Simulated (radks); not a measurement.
The rubidium anion Rb- inside a hard spherical wall (all orbitals vanish at R), configuration held at [Kr] 5s2 and not refilled when levels cross. Method: scalar-relativistic Kohn-Sham, PBEsol, spin-unpolarised, spherical densities, finite nucleus; Fermi nuclear charge, rms radius 4.2036 fm; computed with a radial shooting solver on a logarithmic mesh with Libxc functionals. Eigenvalues in eV, with the zero of energy where the potential of the charges vanishes at infinity; a dash marks a level that is unbound or too diffuse for the functional's potential to be trusted. A positive occupied level is held by the wall or, in an anion where self-interaction has pushed it up, behind a barrier. The pressure on the wall is -dE/dV.

R (bohr)  E (hartree)  kinetic (hartree)    e(3d)    e(4s)    e(4p)   e(5s)  e(5p, empty)  e(6s, empty)  pressure (GPa)
20        -2979.33885           3050.996  -100.18  -28.095  -12.174   0.777         1.599         2.040         0.00131
15        -2979.33547           3051.010  -99.818  -27.738  -11.820   1.010         2.025         3.193          0.0164
10        -2979.30555           3051.111  -98.362  -26.299  -10.402   2.098         3.696         7.502           0.371
7         -2979.18344           3051.448  -95.893  -23.909   -8.089   4.876         7.783        17.849            4.24
5         -2978.75975           3052.669  -91.639  -20.167   -4.553  12.184        17.908        42.268            42.4
4         -2977.93072           3055.287  -85.587  -15.515   -0.009  24.124        33.025        76.221             209
3.5       -2976.91131           3058.524  -79.499  -11.101    4.575  37.045        48.354        108.95             543
3         -2974.77849           3065.043  -69.312   -3.604   12.789  61.002        75.462        164.71            1610
2         -2956.97251           3112.970  -22.552   42.862   65.720  214.44        237.77        480.26           24600
1.5       -2915.41675           3216.039   38.336   140.78   172.89  494.31        519.59        1003.8          158000
